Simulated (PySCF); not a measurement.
A run for PySCF: R-HF/STO-3G on H4OSiSn (SMILES [OH][Sn][SiH3]), a point of a torsion scan.

```python
from pyscf import gto, scf, dft, mp
from pyscf.data.elements import chemcore

mol = gto.M(
    atom='''
    O     2.30520637    0.09401582   -0.36378107
    Sn    1.20911960   -1.52377542    0.16160964
    Si   -1.13173082   -0.31462452    0.00895560
    H     2.44014483    0.97134444   -0.02229974
    H    -1.41655931    0.17595942   -1.35968946
    H    -2.38292234   -1.03106465    0.34158528
    H    -1.26866741    0.91697179    0.82417845
    ''',
    basis='sto-3g',
    charge=0, spin=0, verbose=3, max_memory=1800)
mf = scf.RHF(mol)
mf.conv_tol = 1e-8
mf.max_cycle = 100
mf.kernel()
if not mf.converged:
    mf = mf.newton().run(mf.mo_coeff, mf.mo_occ)
```

The log:

```
converged SCF energy = -6325.01679687042
```

The calculation finished and met its thresholds.

Cost: about 0.7 core-seconds (a rough figure).
